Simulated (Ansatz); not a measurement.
`CN[SiH2][GaH2]` + H₂ → `[SiH3][GaH2]` + CH₃NH₂  (hydrogenolysis of the Si–N bond)

Calculated with Ansatz (gas phase, PBE0-D4/def2-TZVP geometries, no zero-point term in ΔE). CCSD(T)/CBS adds triple-zeta CCSD(T) − MP2 to the extrapolated MP2 energy (def2 sets, frozen cores). This one scheme is used for every species. Functionals use def2-TZVPP. For Ga outer-core shells are correlated without core-valence functions, which leaves a few kJ/mol of doubt a bond. Scalar relativity is left out up to krypton. Each species was taken in one conformer, which may not be the lowest.

```
          level  ΔE (kJ/mol)
     r2SCANh-D4         19.5
         B2PLYP         15.2
  HF/def2-TZVPP         -0.2
CCSD/def2-TZVPP         13.2
```

(1) What does CCSD(T)/CBS give? (Best estimate.)

Largest T1 diagnostic among the species: 0.013.

Answers

(1) The calculation gave: +20.7 kJ/mol. The listed levels differ from it by -1.2, -5.5, -20.9, -7.5 kJ/mol.

Leaving LDA and LC-ωPBE aside and taking each functional with its dispersion term where it has one, the values, not all of them listed here, spread over 9.8 kJ/mol, from B97M-V to BLYP-D4. LDA lies +9.8 kJ/mol from PBE without D4. The D4 term adds +12.1 kJ/mol with B3LYP and +6.7 kJ/mol with PBE0; it sums over pairs of atoms, weighted by their polarisabilities, and B3LYP, whose exchange is more repulsive, gets the larger term. At CCSD(T), def2-SVP lies −16.6 kJ/mol from the extrapolated value and def2-TZVPP −3.6 kJ/mol.

B3LYP here is the variant with VWN-RPA as its local correlation; programs differ in this.
